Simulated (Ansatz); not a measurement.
## Molecular dynamics of CuHS

input.yaml

```yaml
crystal:
  periodic: [false, false, false]
  atoms:
    - { symbol: S, position_ang: [-0.464058, 0.555318, -0.205219] }
    - { symbol: Cu, position_ang: [1.284113, 0.083994, 0.71634] }
    - { symbol: H, position_ang: [-1.032489, -0.6155, -0.627389] }
basis:
  gaussian: { orbitals: def2-SVP }
hamiltonian:
  xc: pbe0
md:
  timestep: 0.5
  n_steps: 100
  ensemble: nve
  temperature: 100.0
  initial_velocities: maxwell_boltzmann
  seed: 731354
scf:
  lower_state_search: "off"
```

Launched with:

```bash
$ ansatz run input.yaml --threads 1 --pin off --max-ram 2048MiB --backend cpu --events-out ev --progress --plain --runs-dir out
```

It goes on from the last frame of an earlier run, with new velocities.

Output, in part (one step line in 2, the closing report, with atoms numbered from 0):

```
md step     0: t =     0.00 fs  T =   100.0 K  F+E_penalty+E_count = -55472.27279321 eV  E_kin = 0.012926 eV  conserved = -55472.25986721 eV  (16 SCF iters)
md step     2: t =     1.00 fs  T =   107.9 K  F+E_penalty+E_count = -55472.27386642 eV  E_kin = 0.013943 eV  conserved = -55472.25992351 eV  (16 SCF iters)
md step     4: t =     2.00 fs  T =    97.1 K  F+E_penalty+E_count = -55472.27245440 eV  E_kin = 0.012549 eV  conserved = -55472.25990521 eV  (16 SCF iters)
md step     6: t =     3.00 fs  T =    77.5 K  F+E_penalty+E_count = -55472.26983221 eV  E_kin = 0.010014 eV  conserved = -55472.25981790 eV  (17 SCF iters)
md step     8: t =     4.00 fs  T =    88.1 K  F+E_penalty+E_count = -55472.27114287 eV  E_kin = 0.011388 eV  conserved = -55472.25975461 eV  (17 SCF iters)
md step    10: t =     5.00 fs  T =   156.2 K  F+E_penalty+E_count = -55472.27999206 eV  E_kin = 0.020196 eV  conserved = -55472.25979588 eV  (17 SCF iters)
md step    12: t =     6.00 fs  T =   263.6 K  F+E_penalty+E_count = -55472.29397347 eV  E_kin = 0.034072 eV  conserved = -55472.25990142 eV  (17 SCF iters)
md step    14: t =     7.00 fs  T =   363.5 K  F+E_penalty+E_count = -55472.30694735 eV  E_kin = 0.046984 eV  conserved = -55472.25996370 eV  (17 SCF iters)
md step    16: t =     8.00 fs  T =   427.2 K  F+E_penalty+E_count = -55472.31516004 eV  E_kin = 0.055222 eV  conserved = -55472.25993781 eV  (17 SCF iters)
md step    18: t =     9.00 fs  T =   465.7 K  F+E_penalty+E_count = -55472.32006258 eV  E_kin = 0.060197 eV  conserved = -55472.25986528 eV  (17 SCF iters)
md step    20: t =    10.00 fs  T =   512.2 K  F+E_penalty+E_count = -55472.32602442 eV  E_kin = 0.066212 eV  conserved = -55472.25981278 eV  (17 SCF iters)
md step    22: t =    11.00 fs  T =   591.4 K  F+E_penalty+E_count = -55472.33627012 eV  E_kin = 0.076450 eV  conserved = -55472.25982059 eV  (17 SCF iters)
md step    24: t =    12.00 fs  T =   699.6 K  F+E_penalty+E_count = -55472.35031261 eV  E_kin = 0.090428 eV  conserved = -55472.25988497 eV  (17 SCF iters)
md step    26: t =    13.00 fs  T =   806.1 K  F+E_penalty+E_count = -55472.36415584 eV  E_kin = 0.104195 eV  conserved = -55472.25996120 eV  (17 SCF iters)
md step    28: t =    14.00 fs  T =   874.9 K  F+E_penalty+E_count = -55472.37308007 eV  E_kin = 0.113094 eV  conserved = -55472.25998635 eV  (17 SCF iters)
md step    30: t =    15.00 fs  T =   893.5 K  F+E_penalty+E_count = -55472.37542327 eV  E_kin = 0.115492 eV  conserved = -55472.25993164 eV  (17 SCF iters)
md step    32: t =    16.00 fs  T =   884.5 K  F+E_penalty+E_count = -55472.37417900 eV  E_kin = 0.114331 eV  conserved = -55472.25984850 eV  (17 SCF iters)
md step    34: t =    17.00 fs  T =   882.9 K  F+E_penalty+E_count = -55472.37395893 eV  E_kin = 0.114130 eV  conserved = -55472.25982901 eV  (16 SCF iters)
md step    36: t =    18.00 fs  T =   897.1 K  F+E_penalty+E_count = -55472.37585484 eV  E_kin = 0.115962 eV  conserved = -55472.25989252 eV  (17 SCF iters)
md step    38: t =    19.00 fs  T =   900.4 K  F+E_penalty+E_count = -55472.37634141 eV  E_kin = 0.116380 eV  conserved = -55472.25996134 eV  (17 SCF iters)
md step    40: t =    20.00 fs  T =   863.3 K  F+E_penalty+E_count = -55472.37154795 eV  E_kin = 0.111585 eV  conserved = -55472.25996284 eV  (17 SCF iters)
md step    42: t =    21.00 fs  T =   785.7 K  F+E_penalty+E_count = -55472.36145517 eV  E_kin = 0.101554 eV  conserved = -55472.25990120 eV  (17 SCF iters)
md step    44: t =    22.00 fs  T =   695.9 K  F+E_penalty+E_count = -55472.34978973 eV  E_kin = 0.089958 eV  conserved = -55472.25983140 eV  (17 SCF iters)
md step    46: t =    23.00 fs  T =   626.7 K  F+E_penalty+E_count = -55472.34080935 eV  E_kin = 0.081005 eV  conserved = -55472.25980399 eV  (17 SCF iters)
md step    48: t =    24.00 fs  T =   590.8 K  F+E_penalty+E_count = -55472.33619816 eV  E_kin = 0.076363 eV  conserved = -55472.25983533 eV  (16 SCF iters)
md step    50: t =    25.00 fs  T =   573.5 K  F+E_penalty+E_count = -55472.33403757 eV  E_kin = 0.074135 eV  conserved = -55472.25990216 eV  (17 SCF iters)
md step    52: t =    26.00 fs  T =   544.3 K  F+E_penalty+E_count = -55472.33031018 eV  E_kin = 0.070360 eV  conserved = -55472.25995018 eV  (17 SCF iters)
md step    54: t =    27.00 fs  T =   482.2 K  F+E_penalty+E_count = -55472.32226050 eV  E_kin = 0.062333 eV  conserved = -55472.25992736 eV  (17 SCF iters)
md step    56: t =    28.00 fs  T =   398.9 K  F+E_penalty+E_count = -55472.31140670 eV  E_kin = 0.051567 eV  conserved = -55472.25983975 eV  (16 SCF iters)
md step    58: t =    29.00 fs  T =   334.3 K  F+E_penalty+E_count = -55472.30297840 eV  E_kin = 0.043209 eV  conserved = -55472.25976900 eV  (16 SCF iters)
md step    60: t =    30.00 fs  T =   319.6 K  F+E_penalty+E_count = -55472.30109741 eV  E_kin = 0.041306 eV  conserved = -55472.25979107 eV  (16 SCF iters)
md step    62: t =    31.00 fs  T =   345.1 K  F+E_penalty+E_count = -55472.30449116 eV  E_kin = 0.044612 eV  conserved = -55472.25987904 eV  (17 SCF iters)
md step    64: t =    32.00 fs  T =   371.8 K  F+E_penalty+E_count = -55472.30799242 eV  E_kin = 0.048053 eV  conserved = -55472.25993917 eV  (17 SCF iters)
md step    66: t =    33.00 fs  T =   371.3 K  F+E_penalty+E_count = -55472.30791993 eV  E_kin = 0.047999 eV  conserved = -55472.25992141 eV  (16 SCF iters)
md step    68: t =    34.00 fs  T =   350.5 K  F+E_penalty+E_count = -55472.30515577 eV  E_kin = 0.045302 eV  conserved = -55472.25985416 eV  (17 SCF iters)
md step    70: t =    35.00 fs  T =   339.2 K  F+E_penalty+E_count = -55472.30364816 eV  E_kin = 0.043851 eV  conserved = -55472.25979738 eV  (16 SCF iters)
md step    72: t =    36.00 fs  T =   363.8 K  F+E_penalty+E_count = -55472.30682082 eV  E_kin = 0.047028 eV  conserved = -55472.25979328 eV  (17 SCF iters)
md step    74: t =    37.00 fs  T =   426.0 K  F+E_penalty+E_count = -55472.31491215 eV  E_kin = 0.055066 eV  conserved = -55472.25984594 eV  (17 SCF iters)
md step    76: t =    38.00 fs  T =   501.2 K  F+E_penalty+E_count = -55472.32470913 eV  E_kin = 0.064790 eV  conserved = -55472.25991885 eV  (17 SCF iters)
md step    78: t =    39.00 fs  T =   556.0 K  F+E_penalty+E_count = -55472.33181493 eV  E_kin = 0.071863 eV  conserved = -55472.25995194 eV  (17 SCF iters)
md step    80: t =    40.00 fs  T =   575.1 K  F+E_penalty+E_count = -55472.33424955 eV  E_kin = 0.074341 eV  conserved = -55472.25990875 eV  (17 SCF iters)
md step    82: t =    41.00 fs  T =   577.3 K  F+E_penalty+E_count = -55472.33445026 eV  E_kin = 0.074620 eV  conserved = -55472.25983003 eV  (17 SCF iters)
md step    84: t =    42.00 fs  T =   595.7 K  F+E_penalty+E_count = -55472.33681535 eV  E_kin = 0.077007 eV  conserved = -55472.25980878 eV  (17 SCF iters)
md step    86: t =    43.00 fs  T =   639.1 K  F+E_penalty+E_count = -55472.34248755 eV  E_kin = 0.082609 eV  conserved = -55472.25987817 eV  (17 SCF iters)
md step    88: t =    44.00 fs  T =   677.9 K  F+E_penalty+E_count = -55472.34759483 eV  E_kin = 0.087632 eV  conserved = -55472.25996312 eV  (16 SCF iters)
md step    90: t =    45.00 fs  T =   676.3 K  F+E_penalty+E_count = -55472.34739761 eV  E_kin = 0.087419 eV  conserved = -55472.25997902 eV  (17 SCF iters)
md step    92: t =    46.00 fs  T =   628.4 K  F+E_penalty+E_count = -55472.34114436 eV  E_kin = 0.081224 eV  conserved = -55472.25992000 eV  (16 SCF iters)
md step    94: t =    47.00 fs  T =   562.1 K  F+E_penalty+E_count = -55472.33249879 eV  E_kin = 0.072655 eV  conserved = -55472.25984404 eV  (16 SCF iters)
md step    96: t =    48.00 fs  T =   513.5 K  F+E_penalty+E_count = -55472.32618107 eV  E_kin = 0.066371 eV  conserved = -55472.25980970 eV  (17 SCF iters)
md step    98: t =    49.00 fs  T =   498.9 K  F+E_penalty+E_count = -55472.32433196 eV  E_kin = 0.064491 eV  conserved = -55472.25984074 eV  (17 SCF iters)
md step   100: t =    50.00 fs  T =   503.7 K  F+E_penalty+E_count = -55472.32502298 eV  E_kin = 0.065107 eV  conserved = -55472.25991554 eV  (17 SCF iters)
Total energy: -55472.32505381 eV, -2038.5703452350 hartree
Atom 0 at    -0.568157     0.586911    -0.259769 Å, force     0.448686    -0.438965     0.207103 eV/Å
Atom 1 at     1.336369     0.068748     0.743780 Å, force    -0.806754     0.071580    -0.438788 eV/Å
Atom 2 at    -1.015848    -0.659162    -0.622242 Å, force     0.358068     0.367384     0.231685 eV/Å
Dipole moment:     0.790592    -0.363823     0.402824 e Å
```

All steps were run. The conserved energy stayed within 0.04 meV per atom of its start (net change -0.016 meV per atom), so the integration is sound. The system heated up, since it started high on the potential surface and ran downhill. A run of 0.05 ps of so small a system gives no equilibrium averages.

The same pairs are bonded in the first frame and the last. Pairs count as bonded within 1.25 times the sum of covalent radii (0.12 Å more for H–H).

Last frame:

```xyz
3
Properties=species:S:1:pos:R:3
S -0.568 0.587 -0.260
Cu 1.336 0.069 0.744
H -1.016 -0.659 -0.622
```

Run time: 4.2 min on 1 CPU thread of a shared host.
